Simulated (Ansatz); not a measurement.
Counterpoise correction, worked out

The pair of Cu⁺ (SMILES [Cu+], atom 1) and C2H6 (SMILES CC, atoms 2–9), both closed shells, in one local arrangement (a lower one may exist), relaxed at PBE0-D4/def2-TZVP:

Cu1  (-0.530, -0.363, -2.334)
C2  (0.203, -0.425, -0.289)
C3  (-0.087, 0.533, 0.857)
H4  (-0.758, -0.939, -0.577)
H5  (0.766, 0.134, -1.089)
H6  (0.870, -1.247, -0.026)
H7  (0.843, 0.972, 1.217)
H8  (-0.553, -0.007, 1.682)
H9  (-0.754, 1.342, 0.558)
(Å)

Ansatz 0.2.0; basis: def2-TZVPPD; cores frozen in the correlated methods. The 3s and 3p shells of Cu and Zn are frozen; filled d shells are correlated.

MP2 total energies in eV:

| system | geometry | basis functions | energy |
| --- | --- | --- | --- |
| pair | pair | all | -46771.10458 |
| Cu⁺ | as in the pair | all (partner as ghosts) | -44603.23055 |
| C2H6 | as in the pair | all (partner as ghosts) | -2166.76571 |
| Cu⁺ | as in the pair | its own | -44603.16471 |
| C2H6 | as in the pair | its own | -2166.75418 |
| Cu⁺ | free (PBE0-D4 minimum) | its own | -44603.16471 |
| C2H6 | free (PBE0-D4 minimum) | its own | -2166.90008 |

(1) Work out the interaction energy with and without the counterpoise correction, the superposition error, and the binding energy from the relaxed fragments.

No T1 diagnostic of these runs exceeds 0.017.

Results:

(1) Without correction: -46771.10458 − (-44603.16471) − (-2166.75418) = -1.18569 eV.
With correction (each fragment in the whole basis): -46771.10458 − (-44603.23055) − (-2166.76571) = -1.10832 eV = -25.56 kcal/mol.
The superposition error is the difference, 0.07737 eV, 7 % of the uncorrected value: each fragment borrows its partner's functions.
Deformation from the free shapes: 0.00000 eV for Cu⁺ and 0.14590 eV for C2H6.
Binding energy from relaxed fragments: -1.10832 + 0.00000 + 0.14590 = -0.96242 eV = -22.19 kcal/mol (electronic, without zero-point energy; negative means bound). For comparison, the corrected interaction energy by CCSD(T) at an estimated basis limit (MP2 extrapolated from triple and quadruple zeta, plus CCSD(T) − MP2 in triple zeta) is -1.177 eV.

For scale, one of the runs: CCSD(T)/def2-TZVPPD, 243 basis functions, launched by `ansatz run in.yaml --threads 4 --pin off --events-out ev --progress --plain --max-ram 9574MiB`. The run took 42 s on 4 CPU threads of an INTEL XEON PLATINUM 8581C (shared host), with 4.7 GiB of host memory at its peak.
